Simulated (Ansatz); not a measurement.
Consider the ligand exchange at a Ge–C bond: `[F][GeH2][CH2][GeH3]` + `N[SiH](O)F` → `O[SiH](F)[NH][GeH3]` + `[CH3][GeH2][F]`.

Isolated molecules relaxed with PBE0-D4/def2-TZVP in Ansatz; ΔE leaves out vibrations. CCSD(T)/CBS adds triple-zeta CCSD(T) − MP2 to the extrapolated MP2 energy (def2 sets, frozen cores). This one scheme is used for every species. For Ge outer-core shells are correlated without core-valence functions, which leaves a few kJ/mol of doubt a bond. Scalar relativity is left out up to krypton. One conformer a species, not always the lowest.

`[F][GeH2][CH2][GeH3]`:

Cartesian coordinates in Å:
```
F 2.648 -1.377 0.672
Ge 1.615 -0.149 -0.022
C -0.209 -0.629 0.415
Ge -1.556 0.615 -0.278
H 2.055 1.175 0.622
H 1.894 -0.179 -1.533
H -0.302 -0.679 1.502
H -0.410 -1.624 0.014
H -1.307 2.023 0.290
H -1.468 0.678 -1.812
H -2.961 0.146 0.131
```

`N[SiH](O)F`:

Z-matrix (Å, degrees):
```
Si
O 1 1.629
F 1 1.596 2 112.6
N 1 1.699 2 110.7 3 116.3
H 1 1.474 2 104.5 3 -115.6
H 2 0.959 1 117.0 3 -71.5
H 4 1.007 1 120.5 2 -153.1
H 4 1.006 1 121.6 2 56.5
```

`O[SiH](F)[NH][GeH3]`:

Z-matrix (Å, degrees):
```
Si
F 1 1.597
N 1 1.698 2 106.8
O 1 1.631 2 112.3 3 120.6
H 1 1.473 2 106.5 3 -125.2
Ge 3 1.845 1 127.1 2 155.9
H 3 1.009 1 117.9 2 -32.2
H 4 0.959 1 118.1 2 -65.4
H 6 1.539 3 109.8 1 -70.6
H 6 1.537 3 110.1 1 49.7
H 6 1.535 3 106.5 1 170.0
```

`[CH3][GeH2][F]`:

```xyz
8

C    -0.683   -0.783   -0.107
Ge    0.565    0.666    0.196
F     1.196    1.110   -1.373
H    -1.115   -1.114    0.840
H    -0.170   -1.625   -0.573
H    -1.487   -0.450   -0.763
H     1.790    0.255    1.030
H    -0.096    1.939    0.749
```

```tsv
species	HF/CBS(def2) energy (Eh)
`[F][GeH2][CH2][GeH3]`	-4292.31590
`N[SiH](O)F`	-520.32380
`O[SiH](F)[NH][GeH3]`	-2596.90733
`[CH3][GeH2][F]`	-2215.74419
```

(1) Work out ΔE.

Largest T1 diagnostic among the species: 0.012.

## Answers

(1) ΔE = (-2596.90733) + (-2215.74419) − (-4292.31590) − (-520.32380) = -0.01182 Eh = -31.0 kJ/mol. CCSD(T)/CBS gives -16.9 kJ/mol.

In def2-TZVPP, CCSD(T) changes the Hartree–Fock value by +10.7 kJ/mol (the triples alone add +0.8 kJ/mol) and MP2 by +11.6 kJ/mol.
